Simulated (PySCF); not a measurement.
## Electron correlation in B²⁺ (boron, charge +2)

[He] 2s1, 2S determinant. Calculation: PySCF 2.14, in x2c-TZVPPall; the spin-free X2C one-electron Hamiltonian (Gaussian nucleus). Frozen: nothing; 3 electrons correlated.

| level | correlation energy (mhartree) |
| --- | --- |
| CCSD | -15.64 |
| (T) | -0.01 |
| CCSD(T) | -15.65 |
| CCSDT | -15.65 |

Diagnostics: T1 = 0.00047, D1 = 0.0010, largest double amplitude 0.016.

Cost of the coupled-cluster step: roughly 0.24 core-seconds, for 3 correlated electrons.

Iterations:

```
CC2 = 0
CCSD nocc = (np.int64(2), np.int64(1)), nmo = (31, 31)
frozen orbitals [[], []]
max_cycle = 100
direct = 0
conv_tol = 1e-08
conv_tol_normt = 1e-06
diis_space = 8
diis_start_cycle = 0
Init t2, MP2 energy = -0.0141699458540707
Init E_corr(UCCSD) = -0.0141699458571328
cycle = 1  E_corr(UCCSD) = -0.0154772028319803  dE = -0.00130725697  norm(t1,t2) = 0.00250574
cycle = 2  E_corr(UCCSD) = -0.015618172916424  dE = -0.000140970084  norm(t1,t2) = 0.000390128
cycle = 3  E_corr(UCCSD) = -0.0156383052899237  dE = -2.01323735e-05  norm(t1,t2) = 7.3552e-05
cycle = 4  E_corr(UCCSD) = -0.0156372823304346  dE = 1.02295949e-06  norm(t1,t2) = 6.57674e-06
cycle = 5  E_corr(UCCSD) = -0.0156373621496935  dE = -7.98192589e-08  norm(t1,t2) = 6.00757e-07
cycle = 6  E_corr(UCCSD) = -0.0156373659175594  dE = -3.76786591e-09  norm(t1,t2) = 3.128e-08
UCCSD converged
E(UCCSD) = -23.39763172910173  E_corr = -0.01563736591755944
UCCSD(T) correction = -8.04875071634264e-06
```

This basis was not built for core-valence correlation, so the inner-shell part is incomplete.
